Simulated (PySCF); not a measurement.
Cartesian coordinates (Å):
SMILES: [Cl][Ge]([Cl])([Cl])[Cl]
```xyz
5

Cl    -1.1206    -0.8929     1.5865
Ge    -0.0001     0.0001     0.0000
Cl     1.8729     0.6995     0.7567
Cl    -1.0996     1.6441    -0.8121
Cl     0.3474    -1.4508    -1.5311
```
Charge 0, multiplicity 1.

Q: What is the computed HOMO, HOMO–LUMO gap and total energy (PBE-D3(BJ)/def2-TZVP run with PySCF)?

A: 
```yaml
HOMO: -8.21 eV
HOMO–LUMO gap: 4.73 eV
total_energy: -106586.52 eV
```
